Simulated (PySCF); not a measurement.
**Ti (titanium, neutral) across methods**

[Ar] 3d2 4s1 4p1, one real determinant (an excited configuration). Computed with PySCF 2.14 in x2c-QZVPPall (11s7p5d3f2g, 96 functions), with the spin-free X2C one-electron Hamiltonian (Gaussian nucleus). The B2PLYP total includes its PT2 part (frozen core); its orbital energies are those of the SCF part.

```
 method  E (hartree)  mean ε 3d α (eV)  mean ε 4s α (eV)  mean ε 4p α (eV)  Σ⟨r²⟩ (bohr²)   ⟨S²⟩
    UHF   -852.72387           -12.987            -8.318            -4.736          54.99  6.003
 r2SCAN     -853.624            -6.738            -5.739            -2.499          53.46  6.001
 B2PLYP     -853.411            -9.850            -6.981            -3.509          54.50  6.001
r2SCAN0     -853.612            -8.403            -6.486            -3.085          53.48  6.001
    PBE     -853.430            -6.279            -5.588            -2.449          54.04  6.000
   PBE0     -853.464            -8.075            -6.348            -3.065          53.77  6.001
LC-wPBE     -853.496           -10.678            -8.634            -5.012          52.53  6.001
```

(1) Estimate the same row for CAM-B3LYP.

⟨L²⟩ = 14.05 against 20 for a pure G term, so this real determinant mixes terms.

## Answers

(1) E (hartree) = -853.697; mean ε 3d α (eV) = -9.455; mean ε 4s α (eV) = -7.437; mean ε 4p α (eV) = -3.856; Σ⟨r²⟩ (bohr²) = 53.72; ⟨S²⟩ = 6.001.
